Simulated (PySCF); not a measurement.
# Bond lengths and vibrations by method: Al2BH3N cation

These are calculations, not measurements. The program is PySCF 2.14.0, an open-source quantum chemistry code, run on an isolated molecule that a program drew, which may never have been made. The molecule is Al2BH3N cation (charge +1, singlet), drawn as the SMILES string `[AlH+][B]=[N][AlH2]`.

The geometry was optimised and harmonic frequencies were computed with HF and MP2, all in the cc-pV(D+d)Z basis, for the commonest isotopes, with a restricted reference for singlets and an unrestricted one otherwise, and a frozen core in MP2. Each result is a local minimum of its method.

Geometry at the HF minimum:
```xyz
7
Al2BH3N cation, angstrom
Al   -2.8211    4.6414    3.0145
B    -2.2413    3.0532    1.8517
N    -1.8917    2.0991    1.1525
Al   -1.3680    0.6794    0.1094
H    -3.2556    5.8358    3.8891
H    -2.4361   -0.4442   -0.0792
H     0.0823    0.7675   -0.4631
```

Lengths of the bonds as drawn, in Å (atoms numbered as above):
```
  bond     HF    MP2
Al1-B2  2.052  2.019
 B2-N3  1.233  1.276
N3-Al4  1.838  1.878
Al1-H5  1.543  1.548
Al4-H6  1.562  1.560
Al4-H7  1.562  1.560
```

Rotational constants, in GHz:
```
constant     HF    MP2
       A    126  123.1
       B  1.258  1.235
       C  1.245  1.223
```

Harmonic frequencies in cm^-1, each column in rising order, so a row needn't be the same motion in every method:
```
rank,HF,MP2
1,90,81
2,95,87
3,252,218
4,255,222
5,382,?
6,464,446
7,465,447
8,591,553
9,654,625
10,703,664
11,813,771
12,2064,1859
13,2079,2044
14,2124,2074
15,2167,2112
```

**Estimate the missing MP2 frequency from the HF column.**

A single factor s that minimises the squared misfit of MP2 against s times HF over the other rows is sum(HF x MP2) / sum(HF^2) = 0.9577, with an rms misfit of 39 cm^-1. For rank 5 it gives 0.9577 x 382 = 366 cm^-1. The calculation gives 367 cm^-1, 1 cm^-1 above the estimate. The drawn bonds are on average 0.7 % longer in MP2 than in HF.
